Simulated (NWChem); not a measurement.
The numbers come from NWChem runs, not from measurements. System: B2Cl3, charge 0, spin multiplicity 2, displaced from the optimised geometry. The structure started from a generated list of species. Its SCF solution wasn't tested for a lower state.

The NWChem input:

```
start mol
memory heap 200 mb stack 900 mb global 1100 mb
geometry units angstroms nocenter noautoz
  Cl     0.000000     0.000000     2.778472
  B      0.000000     0.000000     1.061529
  B      0.000000     0.000000    -0.570116
  Cl     1.564366     0.000000    -1.461503
  Cl    -1.564366     0.000000    -1.461503
  symmetry group C2v
end
basis spherical
  * library def2-svp
end
dft
  xc slater vwn_5
  odft
  mult 2
  semidirect memsize 60000000 filesize 0
  iterations 100
  convergence nodiis damp 40
end
task dft gradient
```

The output up to the point where the run's verdict is printed (cleaned and shortened):

```
             Northwest Computational Chemistry Package (NWChem) 7.3.0
             --------------------------------------------------------

                                NWChem Input Module
                                -------------------

 Scaling coordinates for geometry "geometry" by  1.889725989
 (inverse scale =  0.529177249)

 Turning off AUTOSYM since
 SYMMETRY directive was detected!

                             Geometry "geometry" -> ""
                             -------------------------

 Output coordinates in angstroms (scale by  1.889725989 to convert to a.u.)

  No.       Tag          Charge          X              Y              Z
 ---- ---------------- ---------- -------------- -------------- --------------
    1 Cl                  17.0000     0.00000000     0.00000000     2.77847200
    2 B                    5.0000     0.00000000     0.00000000     1.06152900
    3 B                    5.0000     0.00000000     0.00000000    -0.57011600
    4 Cl                  17.0000     1.56436600     0.00000000    -1.46150300
    5 Cl                  17.0000    -1.56436600     0.00000000    -1.46150300

 Effective nuclear repulsion energy (a.u.)     244.5641473954

            Nuclear Dipole moment (a.u.)
            ----------------------------
        X                 Y               Z
 ---------------- ---------------- ----------------
     0.0000000000     0.0000000000    -0.0000245664

      Symmetry information
      --------------------

 Group name             C2v
 Group number             16
 Group order               4
 No. of unique centers     4

      Symmetry unique atoms

     1    2    3    4


 Summary of "ao basis" -> "" (spherical)
 ------------------------------------------------------------------------------
       Tag                 Description            Shells   Functions and Types
 ---------------- ------------------------------  ------  ---------------------
 *                          def2-svp                  on all atoms

                                 NWChem DFT Module
                                 -----------------
[...]
 d= 0,ls=0.5         73  -1128.8443706418 -2.16D+02  7.14D-01               7.1
                                                     7.18D-01
 d= 0,ls=0.5         74   -912.4572638266  2.16D+02  7.14D-01               7.1
                                                     7.18D-01
 d= 0,ls=0.5         75  -1128.8443706418 -2.16D+02  7.14D-01               7.2
                                                     7.18D-01
 d= 0,ls=0.5         76   -912.4572638266  2.16D+02  7.14D-01               7.3
                                                     7.18D-01
 d= 0,ls=0.5         77  -1128.8443706418 -2.16D+02  7.14D-01               7.4
                                                     7.18D-01
 d= 0,ls=0.5         78   -912.4572638266  2.16D+02  7.14D-01               7.5
                                                     7.18D-01
 d= 0,ls=0.5         79  -1128.8443706418 -2.16D+02  7.14D-01               7.6
                                                     7.18D-01
 d= 0,ls=0.5         80   -912.4572638266  2.16D+02  7.14D-01               7.7
                                                     7.18D-01
 d= 0,ls=0.5         81  -1128.8443706418 -2.16D+02  7.14D-01               7.7
                                                     7.18D-01
 d= 0,ls=0.5         82   -912.4572638266  2.16D+02  7.14D-01               7.8
                                                     7.18D-01
 d= 0,ls=0.5         83  -1128.8443706418 -2.16D+02  7.14D-01               7.9
                                                     7.18D-01
 d= 0,ls=0.5         84   -912.4572638266  2.16D+02  7.14D-01               8.0
                                                     7.18D-01
 d= 0,ls=0.5         85  -1128.8443706418 -2.16D+02  7.14D-01               8.1
                                                     7.18D-01
 d= 0,ls=0.5         86   -912.4572638266  2.16D+02  7.14D-01               8.2
                                                     7.18D-01
 d= 0,ls=0.5         87  -1128.8443706418 -2.16D+02  7.14D-01               8.3
                                                     7.18D-01
 d= 0,ls=0.5         88   -912.4572638266  2.16D+02  7.14D-01               8.4
                                                     7.18D-01
 d= 0,ls=0.5         89  -1128.8443706418 -2.16D+02  7.14D-01               8.4
                                                     7.18D-01
 d= 0,ls=0.5         90   -912.4572638266  2.16D+02  7.14D-01               8.5
                                                     7.18D-01
 d= 0,ls=0.5         91  -1128.8443706418 -2.16D+02  7.14D-01               8.6
                                                     7.18D-01
 d= 0,ls=0.5         92   -912.4572638266  2.16D+02  7.14D-01               8.7
                                                     7.18D-01
 d= 0,ls=0.5         93  -1128.8443706418 -2.16D+02  7.14D-01               8.8
                                                     7.18D-01
 d= 0,ls=0.5         94   -912.4572638266  2.16D+02  7.14D-01               8.9
                                                     7.18D-01
 d= 0,ls=0.5         95  -1128.8443706418 -2.16D+02  7.14D-01               9.0
                                                     7.18D-01
 d= 0,ls=0.5         96   -912.4572638266  2.16D+02  7.14D-01               9.1
                                                     7.18D-01
 d= 0,ls=0.5         97  -1128.8443706418 -2.16D+02  7.14D-01               9.1
                                                     7.18D-01
 d= 0,ls=0.5         98   -912.4572638266  2.16D+02  7.14D-01               9.2
                                                     7.18D-01
 d= 0,ls=0.5         99  -1128.8443706418 -2.16D+02  7.14D-01               9.3
                                                     7.18D-01
 d= 0,ls=0.5        100   -912.4572638266  2.16D+02  7.14D-01               9.4
                                                     7.18D-01
```

The run did not converge; its last values are not results. The next line reads: Calculation failed to converge. NWChem stopped with the message: dft gradient failed.
